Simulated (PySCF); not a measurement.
## Peak assignment

Atom-mapped SMILES (the numbers label the heavy atoms): `[CH3:1][C:2]1=[CH:3][CH:4]=[CH:5][CH:6]=[C:7]([CH3:8])[CH2:9]1`. Hydrogens are named by the atom that carries them.

A single conformation, no solvent model, averaged over atoms made equivalent by symmetry, fast rotation or ring inversion, non-relativistic Hamiltonian. Coordinates at the GFN2-xTB level; shieldings: GIAO PBE0/pcSseg-1; PySCF 2.14.

Referencing at the same level of theory: $^{13}$C, $^{1}$H against TMS.

Q: Assign these signals to the numbered atoms. $^{13}$C{$^{1}$H} NMR (computed): δ 135.2, 134.9, 127.2, 42.5, 27.6.

A: 
| δ (ppm) | atoms | environment | reason |
| --- | --- | --- | --- |
| 135.2 | C4/C5 | alkene CH | an sp2 carbon of a C=C bond |
| 134.9 | C2/C7 | fully substituted alkene carbon | an sp2 carbon of a C=C bond |
| 127.2 | C3/C6 | alkene CH | an sp2 carbon of a C=C bond |
| 42.5 | C9 | allylic sp3 CH2 | a saturated carbon with 2 carbon neighbours and no heteroatom attached |
| 27.6 | C1/C8 | allylic methyl carbon | saturated and bonded to C and H only |

C4/C5 and C2/C7 lie closer than the usual error of such a calculation, so a measured spectrum could show them in the other order.

Q: Assign these signals to the numbered atoms. $^{1}$H NMR (400 MHz, computed): δ 6.82 (m, 2H), 6.34 (d, 2H), 2.06 (s, 6H), 2.00 (s, 2H).

A: 
6.82 → H(C4)/H(C5), hydrogen on an alkene CH: attached to an sp2 carbon and in the plane of the double bond
6.34 → H(C3)/H(C6), hydrogen on an alkene CH
2.06 → H(C1)/H(C8), hydrogen on an allylic methyl carbon: allylic position
2.00 → H(C9), hydrogen on an allylic sp3 CH2: allylic position

H(C1)/H(C8) and H(C9) lie closer than the usual error of such a calculation, so a measured spectrum could show them in the other order.

Shifts are as computed. Against solution values, carbons near 30 ppm lie about +3 ppm off and those near 130 ppm about +5 ppm. Of 1211 compounds with measured shifts, 218 miss one by over three times the rms of a fit or turn the order of signals round; such compounds aren't used in these exercises. No couplings were computed; multiplicities are counted from neighbouring protons, with m where these are inequivalent, close in shift, in a saturated or five-membered ring or joined by F or P, and br s for small geminal =CH2 splittings.
